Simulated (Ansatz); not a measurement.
## Energy differences in PtO (charge +1)

Program: Ansatz, Gaussian basis, development build. Basis cc-pwCVTZ-PP on Pt, cc-pVTZ on O, scalar-relativistic core potentials (60 electrons on Pt), no spin–orbit coupling, 1 orbital frozen in the corrections; active space CAS(15,10). Restricted Hartree–Fock, then the lowest state-specific CASSCF solution met for each case. Coupled cluster stands on the determinant that it favours, not always the lowest RHF. On stretched bonds single-reference methods can fail or change state. Solutions in different active orbitals can move differences by tenths of an eV and at times more than 1 eV.

Case A, quartet: bond length 1.7270 Å.

Case B, doublet: the shape of A.

Energy less that of case A, in eV:

```json
{"case": "B", "RHF/ROHF": "+0.859", "CASSCF": "+0.472", "CCSD(T)": "+0.839"}
```

Task: What does SC-NEVPT2 give for these differences?

Result: B: +0.665 eV (15.3 kcal/mol).

Task: Which case is lowest, and do the methods agree?

Result: A is lowest in SC-NEVPT2. Of the methods shown, RHF/ROHF, CASSCF, CCSD(T) agree.
